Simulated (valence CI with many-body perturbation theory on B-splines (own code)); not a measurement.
Which ion has this spectrum?

A relativistic CI+MBPT calculation for an atom or ion with 6 electrons gives these levels (Ry):

| J | Parity | E | g |
| --- | --- | --- | --- |
| 0 | even | 0.000 |  |
| 1 | even | 24.443 | 1.48 |
| 2 | even | 25.594 | 1.17 |
| 2 | odd | 38.099 | 1.57 |
| 1 | odd | 42.572 | 1.08 |
| 2 | even | 50.958 | 1.30 |
| 0 | even | 53.937 |  |
| 2 | odd | 61.369 | 1.54 |
| 3 | odd | 63.933 | 1.31 |
| 0 | odd | 66.666 |  |
| 1 | odd | 67.755 | 1.29 |
| 2 | odd | 68.506 | 1.07 |
| 1 | odd | 68.761 | 1.35 |
| 2 | even | 83.203 | 1.33 |

The energies are calculated, and their last digits are not significant.

**Question.** Which is it?
A. Ba50+
B. Xe48+
C. Cs49+
D. Sb45+

**Answer.** B. Xe48+, ground level (2s^2 2p1/2^2) J=0.
